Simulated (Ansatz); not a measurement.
Program: Ansatz. Geometries: PBE0-D4/def2-TZVP. ΔE: electronic, gas phase. CCSD(T)/CBS is the MP2 limit (def2-TZVPP, def2-QZVPP) plus CCSD(T) − MP2 in def2-TZVPP, frozen cores. This one scheme is used for every species. Functionals use def2-TZVPP. B3LYP here is the variant with VWN-RPA as its local correlation; programs differ in this. One conformer a species, not always the lowest.

Consider the formal exchange of groups at a C–F bond: `FC1=CCCC1` + ethane → `CCC1=CCCC1` + H–F.

`FC1=CCCC1`:

```xyz
13

F    -0.205   -2.614    0.127
C    -0.015   -1.298    0.020
C     1.083   -0.709   -0.428
C     0.884    0.777   -0.460
C    -0.409    0.986    0.358
C    -1.127   -0.373    0.373
H     1.970   -1.223   -0.772
H     1.726    1.329   -0.034
H     0.772    1.130   -1.492
H    -0.144    1.259    1.382
H    -1.033    1.787   -0.040
H    -1.927   -0.439   -0.374
H    -1.575   -0.613    1.342
```

`CC`:

Cartesian coordinates in Å:
```
C 0.684 -0.284 -0.168
C -0.684 0.284 0.168
H 1.363 -0.219 0.686
H 0.620 -1.335 -0.457
H 1.147 0.257 -0.997
H -1.363 0.219 -0.686
H -0.619 1.335 0.457
H -1.147 -0.257 0.997
```

`CCC1=CCCC1`:

Cartesian coordinates in Å:
```
C 0.222 0.887 -2.404
C 1.082 0.801 -1.147
C 0.356 0.231 0.023
C 0.096 0.836 1.180
C -0.705 -0.022 2.112
C -0.588 -1.415 1.472
C -0.245 -1.151 0.000
H 0.788 1.312 -3.236
H -0.655 1.516 -2.234
H -0.131 -0.100 -2.713
H 1.461 1.794 -0.888
H 1.960 0.178 -1.362
H 0.390 1.854 1.415
H -0.335 -0.003 3.141
H -1.747 0.321 2.152
H -1.485 -2.023 1.601
H 0.240 -1.953 1.940
H 0.436 -1.900 -0.418
H -1.141 -1.163 -0.634
```

H–F:

Cartesian coordinates in Å:
```
F 0.445 -0.115 0.017
H -0.445 0.115 -0.017
```

| level | ΔE (kcal/mol) | difference from CCSD(T)/CBS |
| --- | --- | --- |
| PBE-D4 | -7.6 | 4.4 |
| BLYP-D4 | -7.1 | 4.9 |
| B97M-V | -6.3 | 5.7 |
| ωB97X-V | -7.4 | 4.6 |
| PBE-QIDH | -10.3 | 1.7 |
| PBE0 | -6.9 | 5.1 |
| B3LYP | -4.4 | 7.6 |
| HF/def2-SVP | -3.4 | 8.6 |
| HF/def2-QZVPP | -4.7 | 7.3 |
| MP2/def2-QZVPP | -14.7 | -2.7 |
| CCSD(T)/CBS | -12.0 | 0 |

Largest T1 diagnostic among the species: 0.011.

In def2-TZVPP, CCSD(T) changes the Hartree–Fock value by −6.3 kcal/mol (the triples alone add −0.7 kcal/mol) and MP2 by −9.4 kcal/mol. At CCSD(T), def2-SVP lies +3.8 kcal/mol from the extrapolated value and def2-TZVPP +1.1 kcal/mol. From r2SCAN to r2SCAN0 (25 % exact exchange), in def2-TZVPP and without D4, ΔE moves by −1.3 kcal/mol.
